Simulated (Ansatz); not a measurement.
Reaction (substitution at a C–O bond): `N#COCO` + `OBO` → `OBOCO` + `N#CO`

Calculated with Ansatz (gas phase, PBE0-D4/def2-TZVP geometries, no zero-point term in ΔE). CCSD(T)/CBS adds triple-zeta CCSD(T) − MP2 to the extrapolated MP2 energy (def2 sets, frozen cores). This one scheme is used for every species. DFT in def2-TZVPP. B3LYP here is the variant with VWN-RPA as its local correlation; programs differ in this. One conformer a species, not always the lowest.

(1) Is it downhill or uphill in electronic energy at CCSD(T)/CBS, and by how much? (An estimate is asked.)

(2) What do these levels give: r2SCAN-D4, B3LYP-D4, PBE, r2SCAN, MP2/def2-TZVPP, CCSD(T)/def2-TZVPP? (Best estimate.)

Largest T1 diagnostic among the species: 0.014.

Results:

(1) The calculation gave: Uphill: ΔE = +2.5 kcal/mol.

(2) Ansatz gave: r2SCAN-D4 3.2, B3LYP-D4 2.9, PBE 3.1, r2SCAN 3.3, MP2/def2-TZVPP 2.8, CCSD(T)/def2-TZVPP 2.5 kcal/mol.
